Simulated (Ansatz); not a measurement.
A family of molecules: the HOMO–LUMO gap

One atom is swapped for its congeners: C3H8Se `CC[Se]C`; C2H8SeSi `C[SiH2][Se]C`; C2H8GeSe `[CH3][GeH2][Se]C`. All are singlets with charge 0.

Shapes, held fixed at every level: PBE0-D4/def2-TZVP. Flexible molecules stand in one conformer, not always the lowest. Programs: Ansatz 0.2.0. Values in eV.

```json
{"level": "SPW92/def2-TZVPP", "C3H8Se": "4.23", "C2H8SeSi": "4.55", "C2H8GeSe": "4.35"}
{"level": "r2SCAN-D4/def2-TZVPP", "C3H8Se": "4.84", "C2H8SeSi": "5.15", "C2H8GeSe": "4.97"}
{"level": "BHLYP-D4/def2-TZVPP", "C3H8Se": "8.19", "C2H8SeSi": "8.45", "C2H8GeSe": "8.29"}
{"level": "r2SCAN0-D4/def2-TZVPP", "C3H8Se": "6.69", "C2H8SeSi": "6.96", "C2H8GeSe": "6.77"}
{"level": "wB97M-V/def2-TZVPP", "C3H8Se": "10.30", "C2H8SeSi": "10.52", "C2H8GeSe": "10.37"}
{"level": "wB97X-V/def2-TZVPP", "C3H8Se": "10.69", "C2H8SeSi": "10.93", "C2H8GeSe": "10.75"}
```

At wB97X-V/def2-TZVPP the HOMO–LUMO gap isn't monotonic: it is largest for Si and smallest for C (10.93 and 10.69 eV). Every level shows the same order. Relativity is left out for Ge, Se unless named. Orbital gaps aren't excitation energies, and the LUMO depends on the basis.
